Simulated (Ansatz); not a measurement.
A run on CH4BSe (`C[B][SeH]`) radical with other settings.

```yaml
crystal:
  periodic: [false, false, false]
  atoms:
    - {symbol: C, position_ang: [-0.716072, 0.543862, -0.150868]}
    - {symbol: B, position_ang: [-0.225443, -0.694425, 0.627085]}
    - {symbol: Se, position_ang: [1.395650, -1.646518, 0.724600]}
    - {symbol: H, position_ang: [-1.603010, 0.289643, -0.740916]}
    - {symbol: H, position_ang: [0.034455, 0.976587, -0.822279]}
    - {symbol: H, position_ang: [-1.037434, 1.319667, 0.552659]}
    - {symbol: H, position_ang: [2.213054, -0.856816, -0.235982]}
basis:
  gaussian: {orbitals: def2-TZVPP}
magnetization: {spin_polarized: true, initial_magnetization: 1}
hamiltonian: {xc: {name: B3LYP5}}
```

```sh
$ ansatz run in.yaml --threads 2 --pin off --events-out ev --progress --plain --max-ram 32768MiB --backend cpu
```

It prints (some lines left out):

```
Functional definition: B3LYP5
994 factors; their error is unknown
mean field evaluation 1: about -67116.1179 eV, gradient 3.9e1 eV
mean field evaluation 2: about -67108.8924 eV, gradient 5.0e1 eV
mean field evaluation 4: about -67123.1869 eV, gradient 4.6e0 eV
mean field evaluation 8: about -67123.2967 eV, gradient 8.5e-2 eV
mean field evaluation 16: about -67123.6166 eV, gradient 1.7e-4 eV
mean field -67123.61659242 eV, -2466.7474117500 hartree, gradient 3.7e-5 eV, S^2 0.753844; 0 other end points of the search recorded, 0 dependent functions left out
reference -67123.61682778 eV, -2466.7474203994 hartree; 25, 24 occupied and 141, 142 virtual orbitals, 994 factors
Total energy: -67123.61682778 eV, -2466.7474203994 hartree
```

Hardware: 2 threads of a server CPU on a shared host. Wall time 6.5 s, peak host memory 0.44 GiB.
